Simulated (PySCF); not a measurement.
C2H6F2Si.

```xyz
11

C      1.9463    -0.5565    -0.6552
Si     0.3853     0.3490    -0.1965
F      0.5606     0.9550     1.3075
C     -1.0851    -0.8367    -0.1864
F     -2.2710    -0.1557    -0.0096
H      2.8174     0.1124    -0.5818
H      1.8957    -0.9329    -1.6892
H      2.1203    -1.4129     0.0148
H      0.0981     1.4953    -1.1019
H     -1.1274    -1.3968    -1.1400
H     -0.9724    -1.5867     0.6184
```
Charge 0, spin multiplicity 1.

Geometry: PBE0-D3(BJ)/def2-SVP. The structure was generated by enumeration; whether it is a known compound was not checked. One conformer was computed; it need not be the lowest.

Calculation: PBE/pcSseg-1 (PySCF). Non-relativistic, no solvent.

Computed absolute GIAO shielding of each atom: isotropic value and principal components (ppm):
```json
[
 {"atom": "C1", "σ(iso)": "184.6", "σ11": "173.2", "σ22": "188.4", "σ33": "192.4", "span": "19.2"},
 {"atom": "Si2", "σ(iso)": "310.9", "σ11": "263.4", "σ22": "301.8", "σ33": "367.6", "span": "104.2"},
 {"atom": "F3", "σ(iso)": "366.7", "σ11": "355.9", "σ22": "361.9", "σ33": "382.3", "span": "26.4"},
 {"atom": "C4", "σ(iso)": "98.0", "σ11": "55.8", "σ22": "72.6", "σ33": "165.7", "span": "109.9"},
 {"atom": "F5", "σ(iso)": "462.9", "σ11": "425.9", "σ22": "457.8", "σ33": "505.1", "span": "79.1"},
 {"atom": "H6", "σ(iso)": "30.7", "σ11": "26.8", "σ22": "27.8", "σ33": "37.4", "span": "10.6"},
 {"atom": "H7", "σ(iso)": "31.4", "σ11": "27.3", "σ22": "28.8", "σ33": "38.2", "span": "10.9"},
 {"atom": "H8", "σ(iso)": "31.0", "σ11": "27.0", "σ22": "28.9", "σ33": "36.9", "span": "9.9"},
 {"atom": "H9", "σ(iso)": "25.7", "σ11": "23.2", "σ22": "23.8", "σ33": "30.1", "span": "7.0"},
 {"atom": "H10", "σ(iso)": "26.9", "σ11": "22.9", "σ22": "26.8", "σ33": "31.0", "span": "8.1"},
 {"atom": "H11", "σ(iso)": "26.4", "σ11": "22.6", "σ22": "26.4", "σ33": "30.4", "span": "7.9"}
]
```
